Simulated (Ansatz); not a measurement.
Au5Se2⁺. Charge 1, multiplicity 1. Geometry PBE0-D4/def2-SVP.

```xyz
7

Au   -1.275   -3.051   -0.704
Au    3.176    0.444   -1.072
Au    2.081    2.565    1.388
Au   -3.538   -0.567   -0.027
Au   -0.132    0.181    0.123
Se   -1.631   -1.498    1.081
Se    1.319    1.926   -0.790
```

In the def2 sets Au takes a core potential; there is no spin–orbit coupling. The structure comes from a short search, and lower isomers may exist.

Task: Estimate the orbital energies around the gap (eV) in Ansatz with PBE-D4/def2-SVP, PBE-D4/def2-TZVP, r2SCAN-D4/def2-TZVP, PBE0-D4/def2-SVP, PBE0-D4/def2-TZVP.

Result: 
| orbital | PBE-D4/def2-SVP | PBE-D4/def2-TZVP | r2SCAN-D4/def2-TZVP | PBE0-D4/def2-SVP | PBE0-D4/def2-TZVP |
| --- | --- | --- | --- | --- | --- |
| HOMO−9 | -10.97 | -10.94 | -11.22 | -12.55 | -12.50 |
| HOMO−8 | -10.96 | -10.93 | -11.22 | -12.54 | -12.48 |
| HOMO−7 | -10.91 | -10.86 | -11.12 | -12.38 | -12.30 |
| HOMO−6 | -10.86 | -10.81 | -11.07 | -12.34 | -12.26 |
| HOMO−5 | -10.57 | -10.52 | -10.68 | -11.54 | -11.47 |
| HOMO−4 | -10.52 | -10.46 | -10.57 | -11.38 | -11.31 |
| HOMO−3 | -10.23 | -10.17 | -10.34 | -11.20 | -11.12 |
| HOMO−2 | -10.01 | -9.97 | -10.10 | -10.89 | -10.84 |
| HOMO−1 | -9.89 | -9.83 | -9.97 | -10.78 | -10.69 |
| HOMO | -9.89 | -9.82 | -9.96 | -10.78 | -10.69 |
| LUMO | -7.66 | -7.66 | -7.43 | -6.68 | -6.66 |
| LUMO+1 | -7.58 | -7.57 | -7.35 | -6.61 | -6.59 |
| LUMO+2 | -7.45 | -7.45 | -7.24 | -6.45 | -6.44 |
| LUMO+3 | -7.36 | -7.37 | -7.16 | -6.37 | -6.36 |
| LUMO+4 | -5.01 | -4.97 | -4.69 | -3.84 | -3.79 |
| LUMO+5 | -4.39 | -4.50 | -4.22 | -3.68 | -3.77 |
